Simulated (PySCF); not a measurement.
**C₆ coefficients of unlike pairs at PBE0**

Calculated with PySCF 2.14 from the dipole response of each species, C₆(A,B) = (3/π) ∫ α_A(iu) α_B(iu) du, in atomic units, from isotropic polarisabilities. For ions this is the dispersion term alone; charge-induced terms of lower order in 1/R come first.

```csv
species,configuration,basis,relativity,α (bohr³),C₆ (like pair)
Rb,[Kr] 5s1 (2S),"x2c-TZVPPall with one added diffuse shell each of s, p, d, f type (9s7p7d3f1g)",spin-free X2C,393.0,6308
Si³⁺,[Ne] 3s1 (2S),aug-cc-pCVTZ-DK (8s7p5d3f),spin-free X2C,7.209,13.66
Bi³⁺,[Xe] 4f14 5d10 6s2 (1S),aug-cc-pVQZ-PP with ECP60MDF (7s7p5d3f2g),core potential,9.916,58.40
Xe²⁺,[Kr] 4d10 5s2 5p4 (3P),aug-cc-pV5Z-PP with ECP28MDF (8s8p6d4f3g2h),core potential,12.76,90.13
```

(1) Estimate C₆ for Xe²⁺ with Bi³⁺.

No spin-orbit coupling is included.

The other pairs:

| pair | C₆ |
| --- | --- |
| Bi³⁺, Si³⁺ | 26.00 |
| Xe²⁺, Si³⁺ | 33.04 |
| Bi³⁺, Rb | 331.7 |
| Xe²⁺, Rb | 425.2 |
| Si³⁺, Rb | 212.1 |

## Answers

(1) The integral gives 72.19. The combination rule 2 C_A C_B / (C_A α_B/α_A + C_B α_A/α_B) gives 72.51 and the geometric mean 72.55.
